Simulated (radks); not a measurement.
Task: Species: N2+. Configuration: [He] 2s2 2p(up 1, down 0) (the NIST ground configuration). All-electron calculation, scalar-relativistic Kohn-Sham, PBE, spin-polarised, spherical densities, finite nucleus; Fermi nuclear charge, rms radius 2.5582 fm. Program: a radial shooting solver on a logarithmic mesh with Libxc functionals. Some entries of the table are withheld. Estimate them.

| orbital | occ. | eigenvalue (hartree) | <r^2> (bohr^2) | <r> (bohr) |
|---|---|---|---|---|
| 1s up | 1 | -15.58553 | 0.07130 | (1) |
| 1s down | 1 | -15.55520 | 0.07103 | (2) |
| 2s up | 1 | -1.84347 | 1.604 | 1.164 |
| 2s down | 1 | -1.75738 | 1.651 | 1.180 |
| 2p up | 1 | -1.41594 | 1.573 | (3) |
| 2p down | 0 | -1.32958 | 1.645 | (4) |

Result: 
(1) 1s up <r> (bohr): 0.2296
(2) 1s down <r> (bohr): 0.2292
(3) 2p up <r> (bohr): 1.128
(4) 2p down <r> (bohr): 1.151
